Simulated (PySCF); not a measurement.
## Pt⁺: excitation energy

Pt⁺ [Xe] 4f14 5d9 (2D) → Pt⁺ [Xe] 4f14 5d8 6p1 (high-spin determinant), as a difference of total energies. All numbers are calculated (PySCF 2.14, a scalar-relativistic core potential, in aug-cc-pwCVDZ-PP with ECP60MDF). Correlated levels: valence: 5s2 5p6 frozen; valence and next inner shell: nothing frozen outside the core potential. The calculations carry no spin-orbit coupling.

```csv
method,excitation energy (eV)
UHF,6.524
LDA,7.698
PBE,7.456
PBE0,7.418
r2SCAN,7.279
M06,8.155
r2SCAN0,7.274
B3LYP,7.441
CAM-B3LYP,7.488
MP2 (valence),7.546
SCS-MP2 (valence),7.612
MP2 (valence and next inner shell),7.494
SCS-MP2 (valence and next inner shell),7.475
```

Q: How much does correlation contribute at MP2 (valence and next inner shell)?

A: 7.494 − (6.524) = 0.970 eV, measured against UHF.

The determinant of the upper state mixes LS terms, which raises its energy above the lowest term, most at the Hartree-Fock and MP2 levels.
